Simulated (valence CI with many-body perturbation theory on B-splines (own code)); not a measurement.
Questions on Sc14+

Computed by relativistic CI+MBPT: five valence electrons over a frozen Dirac-Fock core [He], a basis of 11 s, 11 p, 10 d, 8 f, 5 g, 2 h functions for each j, with the one-electron correlation potential Σ1 (screened to all orders), the two-electron term Σ2, the three-electron term Σ3, Breit, model QED; selected single and double excitations, second order for the rest, scaled by the run's own slope (own B-spline code, finite nucleus).

No measured levels were compared; by estimate levels of excited configurations hold to 0.05 to 0.15 % of their energy, terms of the ground configuration to about 0.5 %. Among the levels kept, up to 5500 cm⁻¹ of a level comes from second order outside the variational space, and about a tenth of that is noise between levels of different J, which matters for small intervals.

Rates and lifetimes use the calculated energies. Strong lines usually hold to 10 to 20 %, long lifetimes can be off by a factor of two.

(1) What is the ground level?

(2) Among levels below 5393.3 × 10³ cm⁻¹, which E1 lines absorb most strongly from the ground level?

(3) How well does LS coupling describe the low levels?

(4) Where does the other parity begin?

(5) Name the longest-lived excited levels whose lifetime is computed, and their main decay.

Results:

(1) 2s2 2p3 4S°_3/2, composition 97 % 2s2 2p3 4S° + 2 % 2s2 2p3 2P°, g = 1.981.

(2) to 2s2 2p2 3d 4P_5/2 at 2.140 nm, f = 0.631; to 2s2 2p2 3d 4P_3/2 at 2.137 nm, f = 0.519; to 2s2 2p2 3d 4P_1/2 at 2.135 nm, f = 0.280.

(3) Among the lowest 20 levels the leading LS term, summed over configurations, holds 95 % on average. For single configurations the figures are 94 % in LS and 73 % in jj coupling. Terms mix most in the J = 3/2 level at 200.74 × 10³ cm⁻¹, where the leading one holds 85 %.

(4) At 2s 2p4 4P_5/2, 552.13 × 10³ cm⁻¹.

(5) 2s2 2p3 2D°_5/2 at 122.15 × 10³ cm⁻¹ lives 22.1 ms, mostly by M1 to 2s2 2p3 4S°_3/2; 2s2 2p3 2D°_3/2 at 111.42 × 10³ cm⁻¹ lives 1.02 ms, mostly by M1 to 2s2 2p3 4S°_3/2; 2s2 2p3 2P°_1/2 at 185.18 × 10³ cm⁻¹ lives 267 μs, mostly by M1 to 2s2 2p3 4S°_3/2.
